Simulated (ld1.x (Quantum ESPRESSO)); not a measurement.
## PBE ultrasoft dataset for silver, scalar-relativistic all-electron reference.

Input for ld1.x (Quantum ESPRESSO) 7.5:

```
&input
   title='Ag', zed=47., rel=1, dft='PBE', iswitch=3,
   config='[Kr] 4d10 4f-2 5s1 5p0',
   nld=4, rlderiv=4.10, eminld=-3.0, emaxld=5.0, deld=0.02
 /
 &inputp
   pseudotype=3, tm=.true., lloc=-2, rcloc=2.35,
   nlcc=.true.,
   which_augfun='PSQ', rmatch_augfun=1.30,
   file_pseudopw='Ag.UPF', file_wfcaegen='ae.wfc', file_wfcncgen='nc.wfc', file_beta='beta', file_chi='chi', file_wfcusgen='us.wfc'
 /
7
5S  1  0   1.00   0.00  1.80  2.30  0.0
5S  1  0   0.00   0.10  1.80  2.30  0.0
5P  2  1   0.00   0.00  3.00  3.75  0.0
5P  2  1   0.00   4.45  3.00  3.75  0.0
4D  3  2  10.00   0.00  1.15  1.45  0.0
4D  3  2   0.00   2.60  1.15  1.45  0.0
4F  4  3  -2.00   0.40  2.85  3.80  0.0
 &test
   configts(1)='4d10 5s1 5p0'
 /
```

Command:

```bash
ld1.x < Ag.in > Ag.out
```

Output (shortened: banner, matrices, multipoles, cross overlaps and the repeated all-electron block are left out):

```
Program LD1 v.7.5

     !!!!!!!!!!!!!!!!!!! WARNING !!!!!!!!!!!!!!!!!!!!!!!
     Message from routine ld1_readin:
     US requires at least two energies per channel 4F
     !!!!!!!!!!!!!!!!!!!!!!!!!!!!!!!!!!!!!!!!!!!!!!!!!!!
     --------------------------- All-electron run ----------------------------

     Ag
     scalar relativistic calculation

     atomic number is 47.00
     dft =PBE   lsd =0 sic =0 latt =0  beta=0.20 tr2=1.0E-14
     Exchange-correlation= PBE
                           (   1   4   3   4   0   0   0)
     mesh =1237 r(mesh) =  99.46963 a.u. xmin = -7.00 dx = 0.01250
     1 Ry =  13.60569312 eV, c = 137.03599908

     n l     nl                  e(Ry)          e(Ha)          e(eV)
     1 0     1S 1( 2.00)     -1861.7536      -930.8768    -25330.4483
     2 0     2S 1( 2.00)      -274.1154      -137.0577     -3729.5296
     2 1     2P 1( 6.00)      -245.8688      -122.9344     -3345.2153
     3 0     3S 1( 2.00)       -50.2523       -25.1262      -683.7174
     3 1     3P 1( 6.00)       -40.9750       -20.4875      -557.4932
     4 0     4S 1( 2.00)        -6.9861        -3.4931       -95.0511
     4 1     4P 1( 6.00)        -4.3046        -2.1523       -58.5668
     3 2     3D 1(10.00)       -26.3476       -13.1738      -358.4778
     4 2     4D 1(10.00)        -0.5471        -0.2735        -7.4433
     5 0     5S 1( 1.00)        -0.3237        -0.1619        -4.4046
     5 1     5P 1( 0.00)        -0.0541        -0.0271        -0.7367

     final scf error:  5.8E-15 reached in  29 iterations

     Etot =  -10632.075544 Ry,   -5316.037772 Ha, -144656.757108 eV

     Ekin =   11045.682223 Ry,    5522.841111 Ha,  150284.162659 eV
     Encl =  -25700.050737 Ry,  -12850.025369 Ha, -349667.003579 eV
     Eh   =    4320.465290 Ry,    2160.232645 Ha,   58782.924888 eV
     Exc  =    -298.172319 Ry,    -149.086160 Ha,   -4056.841075 eV

     normalization and overlap integrals

     s(1S/1S) =  1.000000  <r> =   0.0311  <r2> =    0.0013  r(max) =   0.0202
     s(2S/2S) =  1.000000  <r> =   0.1349  <r2> =    0.0215  r(max) =   0.1136
     s(2P/2P) =  1.000000  <r> =   0.1177  <r2> =    0.0169  r(max) =   0.0907
     s(3S/3S) =  1.000000  <r> =   0.3685  <r2> =    0.1553  r(max) =   0.3328
     s(3P/3P) =  1.000000  <r> =   0.3676  <r2> =    0.1569  r(max) =   0.3246
     s(4S/4S) =  1.000000  <r> =   0.9120  <r2> =    0.9431  r(max) =   0.8186
     s(4P/4P) =  1.000000  <r> =   1.0010  <r2> =    1.1499  r(max) =   0.8714
     s(3D/3D) =  1.000000  <r> =   0.3458  <r2> =    0.1425  r(max) =   0.2725
     s(4D/4D) =  1.000000  <r> =   1.4179  <r2> =    2.5077  r(max) =   1.0381
     s(5S/5S) =  1.000000  <r> =   3.1661  <r2> =   11.7172  r(max) =   2.4902
     s(5P/5P) =  1.000000  <r> =   5.3534  <r2> =   35.0967  r(max) =   3.8569

     ------------------------ End of All-electron run ------------------------

     --------------------- Generating US pseudopotential ---------------------

      Generating local potential from pseudized AE potential:
      Matching radius rcloc =   2.3500
      Enforcing V''(0)=0 (lloc=-2)

      Local pseudo, rcloc= 2.339 Estimated cut-off energy=     5.98 Ry

      Computing core charge for nlcc:

       r > 0.79 : true rho core
       r < 0.79 : rho core = a sin(br)/r    a=  18.00  b=   2.68

      Integrated core pseudo-charge :  10.74
      Wfc-us  5S rcutus= 2.282  Estimated cut-off energy=     8.28 Ry
      Wfc-us  5S rcutus= 2.282  Estimated cut-off energy=     8.84 Ry
      Wfc-us  5P rcutus= 3.762  Estimated cut-off energy=     5.27 Ry
      Wfc-us  5P rcutus= 3.762  Estimated cut-off energy=     8.40 Ry
      Wfc-us  4D rcutus= 1.455  Estimated cut-off energy=    54.24 Ry
      Wfc-us  4D rcutus= 1.455  Estimated cut-off energy=    76.91 Ry
      Wfc-us  4F rcutus= 3.762  Estimated cut-off energy=     9.98 Ry

     Q pseudized with Bessel functions
     Expected ecutrho=     290.5953 due to l1=  3   l2=  3

     ------------------- End of pseudopotential generation -------------------

     Computing logarithmic derivative in   4.08010
     Computing logarithmic derivative in   4.08010
     Computing the partial wave expansion
     R is outside the sphere for l=    0 j= 0.00
     R is outside the sphere for l=    0 j= 0.00
     R is outside the sphere for l=    1 j= 0.00
     R is outside the sphere for l=    1 j= 0.00
     R is outside the sphere for l=    2 j= 0.00
     R is outside the sphere for l=    2 j= 0.00
     R is outside the sphere for l=    3 j= 0.00

     ---------------------- Testing the pseudopotential ----------------------

     Ag
     scalar relativistic calculation

     atomic number is 47.00   valence charge is 11.00
     dft =PBE   lsd =0 sic =0 latt =0  beta=0.20 tr2=1.0E-14
     mesh =1237 r(mesh) =  99.46963 xmin = -7.00 dx = 0.01250

     n l     nl             e AE (Ry)        e PS (Ry)    De AE-PS (Ry)
     3 2     4D   1(10.00)       -0.54707       -0.54707        0.00000
     1 0     5S   1( 1.00)       -0.32373       -0.32374        0.00000
     2 1     5P   1( 0.00)       -0.05415       -0.05415        0.00000

     eps = 4.0E-17  iter =  4

     Etot =  -10632.075544 Ry,   -5316.037772 Ha, -144656.757108 eV
     Etotps =   -95.034831 Ry,     -47.517415 Ha,   -1293.014744 eV

     Ekin =      57.200366 Ry,      28.600183 Ha,     778.250627 eV
     Encl =    -148.942027 Ry,     -74.471013 Ha,   -2026.459509 eV
     Ehrt =      72.390730 Ry,      36.195365 Ha,     984.926058 eV
     Ecxc =     -35.608396 Ry,     -17.804198 Ha,    -484.476907 eV
     (Ecc =     -18.647604 Ry,      -9.323802 Ha,    -253.713572 eV)
     Epseu=     -40.075504 Ry,     -20.037752 Ha,    -545.255013 eV

     ---------------------- End of pseudopotential test ----------------------
```

Generation and configuration tests took about 1.9 s on one core of a shared server CPU.

Transferability test of the new file with ld1.x, input:

```
&input
   title='Ag', zed=47., rel=1, dft='PBE', iswitch=2,
   config='[Kr] 4d10 4f-2 5s1 5p0'
 /
 &test
   file_pseudo='Ag.UPF', nconf=8,
   configts(1)='4d10 5s1 5p0',
   configts(2)='4d10 5s0 5p0',
   configts(3)='4d9 5s0 5p0',
   configts(4)='4d8 5s0 5p0',
   configts(5)='4d9 5s1 5p0',
   configts(6)='4d7 5s0 5p0',
   configts(7)='4d10 5s0.5 5p0',
   configts(8)='4d9 5s1 5p1'
 /
```

```bash
ld1.x < Ag.test.in > Ag.test.out
```

Pseudopotential blocks of its output, shortened (energy terms left out; the distinct warnings before each block abridged to one line each):

```
     ---------------------- Testing the pseudopotential ----------------------

     n l     nl             e AE (Ry)        e PS (Ry)    De AE-PS (Ry)
     3 2     4D   1(10.00)       -0.54707       -0.54707        0.00000
     1 0     5S   1( 1.00)       -0.32373       -0.32374        0.00000
     2 1     5P   1( 0.00)       -0.05415       -0.05415        0.00000

     eps = 3.9E-17  iter =  4

     Etot =  -10632.075544 Ry,   -5316.037772 Ha, -144656.757108 eV
     Etotps =   -95.034831 Ry,     -47.517415 Ha,   -1293.014744 eV

     ---------------------- End of pseudopotential test ----------------------

          ---------------------- Testing the pseudopotential ----------------------

     n l     nl             e AE (Ry)        e PS (Ry)    De AE-PS (Ry)
     3 2     4D   1(10.00)       -1.14941       -1.14910       -0.00032
     1 0     5S   1( 0.00)       -0.82952       -0.82991        0.00039
     2 1     5P   1( 0.00)       -0.46274       -0.46413        0.00139

     eps = 3.1E-15  iter =  7

     Etot =  -10631.505396 Ry,   -5315.752698 Ha, -144648.999851 eV
     Etotps =   -94.464410 Ry,     -47.232205 Ha,   -1285.253769 eV
     dEtot_ae =       0.570148 Ry
     dEtot_ps =       0.570421 Ry,   Delta E=      -0.000273 Ry

     ---------------------- End of pseudopotential test ----------------------

          ---------------------- Testing the pseudopotential ----------------------

     n l     nl             e AE (Ry)        e PS (Ry)    De AE-PS (Ry)
     3 2     4D   1( 9.00)       -2.12347       -2.13416        0.01069  !
     1 0     5S   1( 0.00)       -1.52825       -1.53064        0.00239
     2 1     5P   1( 0.00)       -1.05448       -1.06253        0.00804  !

     eps = 8.0E-16  iter =  7

     Etot =  -10629.880051 Ry,   -5314.940025 Ha, -144626.885902 eV
     Etotps =   -92.834742 Ry,     -46.417371 Ha,   -1263.081012 eV
     dEtot_ae =       2.195493 Ry
     dEtot_ps =       2.200089 Ry,   Delta E=      -0.004596 Ry

     ---------------------- End of pseudopotential test ----------------------

          ---------------------- Testing the pseudopotential ----------------------

     n l     nl             e AE (Ry)        e PS (Ry)    De AE-PS (Ry)
     3 2     4D   1( 8.00)       -3.21492       -3.25016        0.03525  !
     1 0     5S   1( 0.00)       -2.31048       -2.32123        0.01075  !
     2 1     5P   1( 0.00)       -1.74292       -1.76742        0.02451  !

     eps = 1.5E-15  iter =  7

     Etot =  -10627.219911 Ry,   -5313.609956 Ha, -144590.692866 eV
     Etotps =   -90.152582 Ry,     -45.076291 Ha,   -1226.588370 eV
     dEtot_ae =       4.855632 Ry
     dEtot_ps =       4.882248 Ry,   Delta E=      -0.026616 Ry

     ---------------------- End of pseudopotential test ----------------------

          ---------------------- Testing the pseudopotential ----------------------

     n l     nl             e AE (Ry)        e PS (Ry)    De AE-PS (Ry)
     3 2     4D   1( 9.00)       -1.41433       -1.42184        0.00751  !
     1 0     5S   1( 1.00)       -0.93802       -0.93848        0.00046
     2 1     5P   1( 0.00)       -0.53653       -0.53857        0.00204

     eps = 8.7E-15  iter =  9

     Etot =  -10631.108892 Ry,   -5315.554446 Ha, -144643.605148 eV
     Etotps =   -94.065106 Ry,     -47.032553 Ha,   -1279.820962 eV
     dEtot_ae =       0.966651 Ry
     dEtot_ps =       0.969725 Ry,   Delta E=      -0.003074 Ry

     ---------------------- End of pseudopotential test ----------------------

          Warning: n=3, l=2 expected 0 nodes, found 1
     ---------------------- Testing the pseudopotential ----------------------

     n l     nl             e AE (Ry)        e PS (Ry)    De AE-PS (Ry)
     3 2     4D   1( 7.00)       -4.40306       -4.47871        0.07565  !
     1 0     5S   1( 0.00)       -3.16250       -3.19215        0.02966  !
     2 1     5P   1( 0.00)       -2.50954       -2.56331        0.05376  !

     eps = 1.2E-15  iter =  9

     Etot =  -10623.418864 Ry,   -5311.709432 Ha, -144538.976976 eV
     Etotps =   -86.296943 Ry,     -43.148472 Ha,   -1174.129728 eV
     dEtot_ae =       8.656680 Ry
     dEtot_ps =       8.737888 Ry,   Delta E=      -0.081207 Ry

     ---------------------- End of pseudopotential test ----------------------

          ---------------------- Testing the pseudopotential ----------------------

     n l     nl             e AE (Ry)        e PS (Ry)    De AE-PS (Ry)
     3 2     4D   1(10.00)       -0.83550       -0.83528       -0.00022
     1 0     5S   1( 0.50)       -0.56705       -0.56720        0.00015
     2 1     5P   1( 0.00)       -0.24582       -0.24617        0.00035

     eps = 4.2E-15  iter = 10

     Etot =  -10631.853820 Ry,   -5315.926910 Ha, -144653.740400 eV
     Etotps =   -94.813028 Ry,     -47.406514 Ha,   -1289.996965 eV
     dEtot_ae =       0.221724 Ry
     dEtot_ps =       0.221803 Ry,   Delta E=      -0.000079 Ry

     ---------------------- End of pseudopotential test ----------------------

          ---------------------- Testing the pseudopotential ----------------------

     n l     nl             e AE (Ry)        e PS (Ry)    De AE-PS (Ry)
     3 2     4D   1( 9.00)       -0.92072       -0.92746        0.00674  !
     1 0     5S   1( 1.00)       -0.49606       -0.49594       -0.00011
     2 1     5P   1( 1.00)       -0.15316       -0.15197       -0.00118

     eps = 7.4E-15  iter = 16

     Etot =  -10631.445495 Ry,   -5315.722747 Ha, -144648.184856 eV
     Etotps =   -94.401388 Ry,     -47.200694 Ha,   -1284.396312 eV
     dEtot_ae =       0.630049 Ry
     dEtot_ps =       0.633443 Ry,   Delta E=      -0.003394 Ry

     ---------------------- End of pseudopotential test ----------------------
```
